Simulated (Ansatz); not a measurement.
Consider the formal exchange of groups at a B–Si bond: `[SiH3][SiH2]BCl` + `[SiH3][GeH2][Cl]` → `[SiH3][GeH]([Cl])[BH]Cl` + `[SiH3][SiH3]`.

Calculated with Ansatz (gas phase, PBE0-D4/def2-TZVP geometries, no zero-point term in ΔE). CCSD(T)/CBS is the MP2 limit (def2-TZVPP, def2-QZVPP) plus CCSD(T) − MP2 in def2-TZVPP, frozen cores. DFT in def2-TZVPP. For Ge outer-core shells are correlated without core-valence functions, which leaves a few kJ/mol of doubt a bond. Scalar relativity is left out up to krypton. One conformer a species, not always the lowest.

```tsv
level	ΔE (eV)
PBE0-D4	-0.08
PBE0	-0.07
CCSD/def2-TZVPP	-0.12
HF/def2-QZVPP	-0.07
```

Q: What does CCSD(T)/CBS give? (Estimate.)

A: Computed: -0.13 eV. The listed levels differ from it by 0.05, 0.06, 0.01, 0.06 eV.

Largest T1 diagnostic among the species: 0.014.

In def2-TZVPP, CCSD(T) changes the Hartree–Fock value by −0.05 eV (the triples alone add −0.00 eV) and MP2 by −0.08 eV.
